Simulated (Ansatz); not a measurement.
H3MoNOS2, SMILES `[NH2][Mo]([OH])(=[S])=[S]`, 8 atoms. The species carries charge 0 and has multiplicity 1. Correlated methods include outer-core shells of Mo, which these sets cover unevenly. Mo takes the def2 core potential. All runs use 4 threads of an Arm Neoverse V1 on a shared host. Correlated methods freeze the cores.

How many basis functions does each run have, and how long does it take in Ansatz? RKS revPBE-D4/def2-TZVPP energy; RKS ωB97M-V/def2-TZVPP energy and forces; RKS ωB97M-V/def2-SVP energy; RKS ωB97X-V/def2-TZVPP energy; direct RPA on PBE orbitals/def2-TZVPP energy; RKS PBE0-D4/def2-SVP energy; RKS PBE0-D4/def2-TZVP relaxation (8 steps); RKS PBE0-D4/def2-QZVPP energy; RHF-CCSD(T)/def2-TZVPP energy; RHF-MP2/def2-QZVPP energy; RKS ωB97M-V/def2-QZVPP energy; RKS PBE0-D4/def2-TZVP frequencies. (Estimate.)

Ansatz gave: Other jobs shared the machine, so times are rough.

```json
{"level": "RKS PBE0-D4/def2-SVP", "job": "energy", "functions": "110", "wall time": "1.7 s", "peak host memory (GiB)": "0.44"}
{"level": "RKS revPBE-D4/def2-TZVPP", "job": "energy", "functions": "244", "wall time": "2.9 s", "peak host memory (GiB)": "0.35"}
{"level": "direct RPA on PBE orbitals/def2-TZVPP", "job": "energy", "functions": "244", "wall time": "6.5 s", "peak host memory (GiB)": "0.61"}
{"level": "RKS ωB97M-V/def2-SVP", "job": "energy", "functions": "110", "wall time": "8.5 s", "peak host memory (GiB)": "0.44"}
{"level": "RKS PBE0-D4/def2-QZVPP", "job": "energy", "functions": "425", "wall time": "9.5 s", "peak host memory (GiB)": "1.6"}
{"level": "RKS ωB97X-V/def2-TZVPP", "job": "energy", "functions": "244", "wall time": "12 s", "peak host memory (GiB)": "0.85"}
{"level": "RKS ωB97M-V/def2-TZVPP", "job": "energy and forces", "functions": "244", "wall time": "18 s", "peak host memory (GiB)": "0.97"}
{"level": "RKS ωB97M-V/def2-QZVPP", "job": "energy", "functions": "425", "wall time": "25 s", "peak host memory (GiB)": "2"}
{"level": "RHF-MP2/def2-QZVPP", "job": "energy", "functions": "425", "wall time": "26 s", "peak host memory (GiB)": "2.3"}
{"level": "RKS PBE0-D4/def2-TZVP", "job": "relaxation (8 steps)", "functions": "194", "wall time": "37 s", "peak host memory (GiB)": "0.57"}
{"level": "RKS PBE0-D4/def2-TZVP", "job": "frequencies", "functions": "194", "wall time": "2.4 min", "peak host memory (GiB)": "0.57"}
{"level": "RHF-CCSD(T)/def2-TZVPP", "job": "energy", "functions": "244", "wall time": "5 min", "peak host memory (GiB)": "5.4"}
```
